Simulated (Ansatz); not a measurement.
System: sum formula H₈SiN₃O (charge +1, singlet). It need not be the lowest isomer of its formula. SMILES: N[Si](N)([NH3+])O
Geometry from a B3LYP-D3(BJ)/def2-TZVP (Ansatz, a first-principles code) optimisation:
```xyz
13

N      1.2593     1.0460    -0.5537
Si    -0.0010     0.1625     0.0986
N     -1.5014     0.8253    -0.2461
N     -0.0424    -1.5181    -0.7979
O      0.3084    -0.5193     1.5321
H      2.1791     1.0666    -0.1416
H      1.1658     1.6972    -1.3172
H     -1.6024     1.7993    -0.4890
H     -2.3806     0.4247     0.0437
H     -0.7837    -2.1276    -0.4480
H      0.8382    -2.0172    -0.6613
H     -0.1832    -1.4034    -1.8018
H      0.3059    -0.0322     2.3615
```
Charge +1, spin multiplicity 1.

Parts of the frozen-core correlation energy in STO-3G (Ansatz, hartree). Frozen orbitals: 9; correlated occupied orbitals by spin: 16 and 16; virtual: 12 and 12. No spin-orbit coupling. Non-relativistic.

| term | value |
|---|---|
| reference (HF) | -525.27780 |
| MP2 opposite-spin | -0.17996 |
| MP2 same-spin | ? |
| CCSD correlation | ? |
| (T) | ? |
| T1 diagnostic | 0.010 |
| largest doubles amplitude | 0.038 |

Q: What belongs in the gaps?

A: 
- MP2 same-spin, value: -0.03004
- CCSD correlation, value: -0.26310
- (T), value: -0.00446
